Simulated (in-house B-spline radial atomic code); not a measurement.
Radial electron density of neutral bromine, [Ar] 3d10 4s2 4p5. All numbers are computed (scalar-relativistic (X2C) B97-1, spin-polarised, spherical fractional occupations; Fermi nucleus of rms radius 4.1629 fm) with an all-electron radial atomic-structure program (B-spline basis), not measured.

Caution: exact exchange at fractional occupations of open shells leaves self-interaction of up to several eV.

One-electron X2C: radii and densities carry no picture-change correction, so inner-shell <1/r> comes out high (for 1s by about 2 % at Z = 33, 5 % at 54, 10 % at 75, 30 % at 118) and <r> low.

Columns: r (bohr), 4πr²n(r) (electrons per bohr), bar.

```
 0.00157    1.271 #
 0.00192     1.79 ##
 0.00235    2.513 ##
 0.00287    3.492 ###
 0.00351     4.83 ####
  0.0043    6.638 ######
 0.00526    8.999 ########
 0.00643    12.02 ##########
 0.00787    15.81 #############
 0.00963    20.36 #################
  0.0118    25.59 ######################
  0.0144    31.04 ##########################
  0.0176    36.32 ###############################
  0.0216     40.7 ###################################
  0.0264    43.17 #####################################
  0.0323    43.25 #####################################
  0.0395    41.04 ###################################
  0.0484    37.72 ################################
  0.0592    35.53 ##############################
  0.0724    36.64 ###############################
  0.0886    41.64 ####################################
   0.108    48.05 #########################################
   0.133     51.6 ############################################
   0.162    48.32 #########################################
   0.198    39.31 ##################################
   0.243    30.44 ##########################
   0.297    28.15 ########################
   0.364    31.95 ###########################
   0.445    35.07 ##############################
   0.544     31.8 ###########################
   0.666    22.74 ###################
   0.815    13.24 ###########
   0.997    7.392 ######
    1.22    5.277 ####
    1.49    4.742 ####
    1.83    4.012 ###
    2.23    2.814 ##
    2.73    1.563 #
    3.34   0.6918 #
    4.09    0.239 
    5.01  0.06185 
    6.13  0.01138 
     7.5 0.001385
```

On this grid the curve has 3 maxima, near 0.0323, 0.133, 0.445 bohr.

The 4s down radial function P(r) = rR(r), positive near the nucleus:

```json
{"r (bohr)": "0.000571", "P": "0.01313"}
{"r (bohr)": "0.000855", "P": "0.01874"}
{"r (bohr)": "0.00128", "P": "0.02662"}
{"r (bohr)": "0.00192", "P": "0.03762"}
{"r (bohr)": "0.00287", "P": "0.05248"}
{"r (bohr)": "0.0043", "P": "0.07216"}
{"r (bohr)": "0.00643", "P": "0.09655"}
{"r (bohr)": "0.00963", "P": "0.1241"}
{"r (bohr)": "0.0144", "P": "0.1488"}
{"r (bohr)": "0.0216", "P": "0.1581"}
{"r (bohr)": "0.0323", "P": "0.1301"}
{"r (bohr)": "0.0484", "P": "0.04099"}
{"r (bohr)": "0.0724", "P": "-0.1081"}
{"r (bohr)": "0.108", "P": "-0.2452"}
{"r (bohr)": "0.162", "P": "-0.2172"}
{"r (bohr)": "0.243", "P": "0.07517"}
{"r (bohr)": "0.364", "P": "0.3961"}
{"r (bohr)": "0.544", "P": "0.2794"}
{"r (bohr)": "0.815", "P": "-0.3218"}
{"r (bohr)": "1.22", "P": "-0.8217"}
{"r (bohr)": "1.83", "P": "-0.7598"}
{"r (bohr)": "2.73", "P": "-0.3656"}
{"r (bohr)": "4.09", "P": "-0.08809"}
{"r (bohr)": "6.13", "P": "-0.008554"}
```
